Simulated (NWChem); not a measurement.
System: pentafluorosilicate (SiF₅ anion); SMILES F[Si-](F)(F)(F)F

```xyz
6

F      1.6440     0.0000    -0.3934
Si     0.0000     0.0000    -0.0284
F      0.0000    -1.6440    -0.3934
F      0.0000     1.6440    -0.3934
F      0.0000     0.0000     1.6179
F     -1.6440     0.0000    -0.3934
```
Atoms are numbered in this order, from 1.

Computed with NWChem. Sets without diffuse functions describe the anion's extra electron poorly. Coordinates come from a B3LYP/def2-SVPD optimisation. No frequency run checked for a minimum. B3LYP is NWChem's, with the RPA form of VWN correlation.

Q: Order these by “highest occupied level (eV)”, lowest first: B3LYP/aug-cc-pVTZ; B3LYP/cc-pVDZ; B3LYP/cc-pVTZ.

A: B3LYP/aug-cc-pVTZ (-4.64), B3LYP/cc-pVTZ (-4.19), B3LYP/cc-pVDZ (-3.68)
